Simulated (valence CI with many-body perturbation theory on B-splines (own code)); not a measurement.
Tc XXXVII: key properties

Method: configuration interaction combined with many-body perturbation theory (CI+MBPT): five valence electrons over a frozen Dirac-Fock core [He], a basis of 9 s, 9 p, 8 d, 6 f, 3 g, 1 h functions for each j, with the one-electron correlation potential Σ1 (screened to all orders), the two-electron term Σ2, the three-electron term Σ3, Breit, model QED; selected single and double excitations, second order for the rest (own B-spline code, finite nucleus).

No measured spectrum was set against this ion. As an estimate, large intervals hold to a few tenths of a per cent, small ones and those within an open d or f shell to about a per cent. Among the levels kept, up to 1900 cm⁻¹ of a level comes from second order outside the variational space, and about a tenth of that is noise between levels of different J, which matters for small intervals.

Levels are named by their leading jj configuration (3d3/2^4 stands for four electrons in 3d with j = 3/2), which in mixed levels can hold well under half, so a name can repeat and another be missing.

Rates and lifetimes use the calculated energies. Strong lines usually hold to 10 to 20 %, long lifetimes can be off by a factor of two.

**Question.** What is the ground level?

**Answer.** (2s^2 2p1/2^2 2p3/2) J=3/2, composition 42 % 2s²2p³ ²P° + 34 % 2s²2p³ ⁴S° + 23 % 2s²2p³ ²D°, g = 1.429.

**Question.** What is the ionisation energy?

**Answer.** 5056.2 eV; NIST lists 5060 ± 40 eV (semi-empirical).

**Question.** Name the longest-lived excited levels whose lifetime is computed, and their main decay.

**Answer.** (2s^2 2p1/2 2p3/2^2) J=5/2 at 1021.7 × 10³ cm⁻¹ lives 376 ns, mostly by M1 to (2s^2 2p1/2^2 2p3/2) J=3/2; (2s^2 2p1/2 2p3/2^2) J=1/2 at 1197.6 × 10³ cm⁻¹ lives 77.1 ns, mostly by M1 to (2s^2 2p1/2^2 2p3/2) J=3/2; (2s^2 2p1/2 2p3/2^2) J=3/2 at 890.70 × 10³ cm⁻¹ lives 67.7 ns, mostly by M1 to (2s^2 2p1/2^2 2p3/2) J=3/2.

**Question.** What are the static dipole polarisabilities of the lowest levels?

**Answer.** (2s^2 2p1/2^2 2p3/2) J=3/2 0.00113 (tensor 0.00018); (2s^2 2p1/2 2p3/2^2) J=3/2 0.00139 (tensor 7.1e-05); (2s^2 2p1/2 2p3/2^2) J=5/2 0.00129 (tensor 9.2e-05) bohr³, of which the core gives 2.45e-06.

**Question.** Among levels below 25718 × 10³ cm⁻¹, which E1 lines absorb most strongly from the ground level?

**Answer.** to (2s^2 2p1/2^2 3d5/2) J=5/2 at 0.4200 nm, f = 0.423; to (2s^2 2p1/2 2p3/2 3d3/2) J=3/2 at 0.4033 nm, f = 0.365; to (2s^2 2p1/2 2p3/2 3d5/2) J=5/2 at 0.4046 nm, f = 0.317.
